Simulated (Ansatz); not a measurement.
F2H6N2Si2, SMILES `N[Si@H](F)[Si@@H](N)F` at its PBE0-D4/def2-TZVP geometry, where that method's forces vanish. The species carries charge 0 and has multiplicity 1.

```xyz
12

N     0.8578   -1.7567   -0.4506
Si   -0.1641   -0.5961   -1.1669
F    -1.4636   -1.2078   -1.8949
Si   -0.8555    0.8116    0.5735
N     0.4891    1.7374    1.0465
F    -1.4089   -0.1739    1.7282
H     0.5892   -2.2220    0.4019
H     1.4895   -2.3198   -0.9972
H     0.6175    0.0622   -2.2429
H    -1.9636    1.7563    0.2920
H     1.4100    1.3357    1.1095
H     0.4025    2.5731    1.6008
```

(1) What forces (eV/Å) does PBE-D4/def2-TZVPP give on these atoms in the Gaussian-basis code of Ansatz? (Best estimate.)

## Answers

(1) Computed: 
```
N1   0.111  0.113  0.055
Si2  0.173  0.364  0.153
F3  -0.524 -0.231 -0.294
Si4  0.012  0.073 -0.415
N5   0.004  0.074 -0.121
F6  -0.234 -0.393  0.450
H7  -0.075 -0.167  0.286
H8   0.227 -0.206 -0.170
H9   0.115  0.071 -0.124
H10 -0.122  0.130 -0.038
H11  0.320 -0.122  0.026
H12 -0.007  0.295  0.192
```
